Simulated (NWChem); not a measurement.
System: C2H3ClF2; SMILES CC(F)(F)Cl

Input file for NWChem:

```
start job
memory heap 200 mb stack 900 mb global 1100 mb
geometry units angstroms noautoz
  C     -1.376518    -0.907836     0.000000
  C      0.028248    -0.354414     0.000000
  F      0.714957    -0.770960    -1.090620
  F      0.714957    -0.770960     1.090620
  Cl     0.024619     1.457736     0.000000
  H     -1.916534    -0.567274    -0.901704
  H     -1.916534    -0.567274     0.901704
  H     -1.318523    -2.014020     0.000000
end
basis spherical
  * library 6-31g*
end
dft
  xc r2scan
  iterations 150
  mulliken
end
task dft energy
```

Parts of the log:

```
             Northwest Computational Chemistry Package (NWChem) 7.3.0
             --------------------------------------------------------

 CS  symmetry detected

                             Geometry "geometry" -> ""
                             -------------------------

 Output coordinates in angstroms (scale by  1.889725989 to convert to a.u.)

  No.       Tag          Charge          X              Y              Z
 ---- ---------------- ---------- -------------- -------------- --------------
    1 C                    6.0000    -1.37993232    -0.90771492     0.00000000
    2 C                    6.0000     0.02633950    -0.35813053     0.00000000
    3 F                    9.0000     0.71190861    -0.77654996    -1.09062000
    4 F                    9.0000     0.71190861    -0.77654996     1.09062000
    5 Cl                  17.0000     0.02765839     1.45402262     0.00000000
    6 H                    1.0000    -1.91901644    -0.56567973    -0.90170400
    7 H                    1.0000    -1.91901644    -0.56567973     0.90170400
    8 H                    1.0000    -1.32495784    -2.01405314     0.00000000

 Effective nuclear repulsion energy (a.u.)     243.5064602496

      Symmetry information
      --------------------

 Group name             Cs
 Group number              2
 Group order               2
 No. of unique centers     6

                                 NWChem DFT Module
                                 -----------------

 Summary of "ao basis" -> "ao basis" (spherical)
 ------------------------------------------------------------------------------
       Tag                 Description            Shells   Functions and Types
 ---------------- ------------------------------  ------  ---------------------
 C                           6-31g*                  6       14   3s2p1d
 F                           6-31g*                  6       14   3s2p1d
 Cl                          6-31g*                  8       18   4s3p1d
 H                           6-31g*                  2        2   2s

      Symmetry analysis of basis
      --------------------------

        a'         51
        a"         29

            General Information
            -------------------
          SCF calculation type: DFT
          Wavefunction type:  closed shell.
          No. of atoms     :     8
          No. of electrons :    50
           Alpha electrons :    25
            Beta electrons :    25
          Charge           :     0
          Spin multiplicity:     1
          Use of symmetry is: on ; symmetry adaption is: on
          Maximum number of iterations: 150
          AO basis - number of functions:    80
                     number of shells:    38
          Convergence on energy requested:  1.00D-06
          Convergence on density requested:  1.00D-05
          Convergence on gradient requested:  5.00D-04

              XC Information
              --------------
                      r^2SCAN Method XC Functional
               r^2SCAN metaGGA Exchange Functional  1.000
                     r^2SCAN Correlation Potential  1.000

             Grid Information
             ----------------
          Grid used for XC integration:  medium
          Radial quadrature: Mura-Knowles
          Angular quadrature: Lebedev.
          Tag              B.-S. Rad. Rad. Pts. Rad. Cut. Ang. Pts.
          ---              ---------- --------- --------- ---------
          C                   0.70       49           8.0       434
          F                   0.50       49           9.0       434
          Cl                  1.00       88          10.0       590
          H                   0.35       45          10.0       434
          Grid pruning is: on
          Number of quadrature shells:   325
          Spatial weights used:  Erf1

      Superposition of Atomic Density Guess
      -------------------------------------

 Sum of atomic energies:        -735.01045268

      Non-variational initial energy
      ------------------------------

 Total energy =    -736.673454
 1-e energy   =   -1501.285413
 2-e energy   =     521.105499
 HOMO         =      -0.393022
 LUMO         =       0.112701

      Symmetry analysis of molecular orbitals - initial
      -------------------------------------------------

  Numbering of irreducible representations:

     1 a'          2 a"

  Orbital symmetries:

     1 a'          2 a'          3 a"          4 a'          5 a'
     6 a'          7 a'          8 a'          9 a"         10 a'
    11 a"         12 a'         13 a'         14 a'         15 a"
    16 a'         17 a'         18 a"         19 a"         20 a'
    21 a"         22 a'         23 a'         24 a"         25 a'
    26 a'         27 a'         28 a"         29 a'         30 a"
    31 a'         32 a'         33 a'         34 a'         35 a'

     ---------------------------------------------
      Total Density - Mulliken Population Analysis
     ---------------------------------------------

    Atom       Charge   Shell Charges
 -----------   ------   -------------------------------------------------------
    1 C    6     6.73   2.00  0.72  2.05  0.68  1.25  0.03
    2 C    6     4.68   2.00  0.61  1.17  0.39  0.42  0.10
    3 F    9     9.49   2.00  0.94  3.41  1.01  2.12  0.01
    4 F    9     9.49   2.00  0.94  3.41  1.01  2.12  0.01
    5 Cl  17    17.31   2.00  2.00  5.98  1.39  3.70  0.54  1.69  0.01
    6 H    1     0.77   0.46  0.31
    7 H    1     0.77   0.46  0.31
    8 H    1     0.77   0.46  0.31

   convergence    iter        energy       DeltaE   RMS-Dens  Diis-err
 ---------------- ----- ----------------- --------- --------- ---------
 d= 0,ls=0.0,diis     1   -737.5573277500 -9.81D+02  2.28D-02  1.45D+00
 d= 0,ls=0.0,diis     2   -737.2373785177  3.20D-01  1.48D-02  5.02D+00
 d= 0,ls=0.0,diis     3   -737.7223184089 -4.85D-01  1.17D-03  1.11D-02
 d= 0,ls=0.0,diis     4   -737.7229608466 -6.42D-04  5.57D-04  4.01D-03
 d= 0,ls=0.0,diis     5   -737.7233020671 -3.41D-04  1.90D-04  2.41D-04
  Resetting Diis
 d= 0,ls=0.0,diis     6   -737.7233328563 -3.08D-05  4.70D-05  7.56D-06
 d= 0,ls=0.0,diis     7   -737.7233338863 -1.03D-06  2.47D-05  8.56D-07
 d= 0,ls=0.0,diis     8   -737.7233337517  1.35D-07  1.55D-05  1.84D-06
 d= 0,ls=0.0,diis     9   -737.7233340015 -2.50D-07  1.22D-06  1.08D-08

         Total DFT energy =     -737.723334001478
      One electron energy =    -1502.821295951343
           Coulomb energy =      582.596368601770
    Exchange-Corr. energy =      -61.004866901530
 Nuclear repulsion energy =      243.506460249624

 Numeric. integr. density =       49.999994298797

                  Occupations of the irreducible representations
                  ----------------------------------------------

                     irrep           alpha         beta
                     --------     --------     --------
                     a'               17.0         17.0
                     a"                8.0          8.0

                       DFT Final Molecular Orbital Analysis
                       ------------------------------------

 Vector   23  Occ=2.000000D+00  E=-3.295895D-01  Symmetry=a'
              MO Center=  9.0D-02, -2.1D-01,  2.8D-13, r^2= 2.8D+00
   Bfn.  Coefficient  Atom+Function         Bfn.  Coefficient  Atom+Function
  ----- ------------  ---------------      ----- ------------  ---------------
    64      0.393271  5 Cl py                32      0.269833  3 F  py
    46      0.269833  4 F  py                 3      0.249733  1 C  px
    31      0.223207  3 F  px                45      0.223207  4 F  px
    36      0.193418  3 F  py                50      0.193418  4 F  py
    17     -0.180915  2 C  px                 6      0.174710  1 C  s

 Vector   24  Occ=2.000000D+00  E=-2.950002D-01  Symmetry=a"
              MO Center=  7.1D-02,  1.2D+00, -1.7D-12, r^2= 1.7D+00
   Bfn.  Coefficient  Atom+Function         Bfn.  Coefficient  Atom+Function
  ----- ------------  ---------------      ----- ------------  ---------------
    65      0.708301  5 Cl pz                69      0.369516  5 Cl pz
    61     -0.276207  5 Cl pz                32      0.155257  3 F  py
    46     -0.155257  4 F  py                36      0.113040  3 F  py
    50     -0.113040  4 F  py                23      0.056682  2 C  pz
     9     -0.047503  1 C  pz                 5     -0.046936  1 C  pz

 Vector   25  Occ=2.000000D+00  E=-2.941180D-01  Symmetry=a'
              MO Center= -2.8D-02,  1.2D+00,  1.7D-12, r^2= 1.8D+00
   Bfn.  Coefficient  Atom+Function         Bfn.  Coefficient  Atom+Function
  ----- ------------  ---------------      ----- ------------  ---------------
    63      0.711509  5 Cl px                67      0.383039  5 Cl px
    59     -0.277904  5 Cl px                 4      0.115913  1 C  py
     6      0.108482  1 C  s                 80     -0.095224  8 H  s
    79     -0.077377  8 H  s                 17     -0.061428  2 C  px
    32     -0.060629  3 F  py                46     -0.060629  4 F  py

 Vector   26  Occ=0.000000D+00  E=-1.626873D-02  Symmetry=a'
              MO Center= -3.4D-02,  6.7D-01,  2.5D-16, r^2= 2.5D+00
   Bfn.  Coefficient  Atom+Function         Bfn.  Coefficient  Atom+Function
  ----- ------------  ---------------      ----- ------------  ---------------
    20      1.035758  2 C  s                 68      0.796076  5 Cl py
    66     -0.608604  5 Cl s                 22      0.594696  2 C  py
    18      0.523993  2 C  py                64      0.467065  5 Cl py
    80      0.215986  8 H  s                 16      0.206229  2 C  s
     7     -0.199881  1 C  px                60     -0.174795  5 Cl py

[...]
```

Level: r2SCAN/6-31G* (spherical d). Geometry: optimised at PBE-D3(BJ)/def2-SVP.
